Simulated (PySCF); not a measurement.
C₂H₇S, SMILES C[SH+]C, charge +1.

Geometry optimised at B3LYP-D3(BJ)/def2-SVP. The isomer is the one that the SMILES or the coordinates give; other isomers of the formula were not compared.

Two levels are set side by side: PBE/def2-TZVPD (PySCF) and r2SCAN/def2-TZVPD (PySCF). Same geometry, gas phase. Differences are taken from unrounded values.

```csv
quantity,r2SCAN
orbital gap (eV),7.67
highest occupied level (eV),-14.03
lowest empty level (eV),-6.37
mean polarisability (bohr³),42.5
```

Q: What does PBE give, and how far is it from r2SCAN? (Estimate from the structure and the level; the computed values follow.)

A: 
```
quantity                        PBE  PBE minus r2SCAN
---------------------------  ------  ----------------
orbital gap (eV)               7.06             -0.61
highest occupied level (eV)  -13.77              0.26
lowest empty level (eV)       -6.72             -0.35
mean polarisability (bohr³)    43.2               0.8
```

Rough cost on one machine, each run with all the roots and properties that it gave: r2SCAN against PBE about 4 times.
